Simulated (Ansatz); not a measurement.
Basis-set extrapolation for C$_{3}$H$_{8}$BCl (`CB(C)CCl`) (PBE0-D4/def2-TZVP geometry, frozen core, the Gaussian-basis code of Ansatz). Multiplicity 1, RHF reference.

```
                      def2-TZVPP   def2-QZVPP
                 HF  -602.526236  -602.545622
    MP2 correlation    -0.819126    -0.878078
CCSD(T) correlation    -0.915429      not run
```

Energies in hartree. Use E(X) = E(∞) + A·exp(−7.88·√X) for Hartree–Fock and E(X) = E(∞) + B·X^(−2.97) for correlation, with X = 3 and 4, and add CCSD(T) minus MP2 of the smaller set to the MP2 limit.

Q: What is the CCSD(T) energy at the basis-set limit?

A: HF limit: -602.545622 + (-0.019386) × 0.13774 = -602.54829. MP2 limit: -0.878078 + (-0.058952) × 0.74074 = -0.92175. Higher-order term: -0.915429 − (-0.819126) = -0.09630. Total: -603.56634 hartree, 3.39 eV below CCSD(T)/def2-TZVPP.
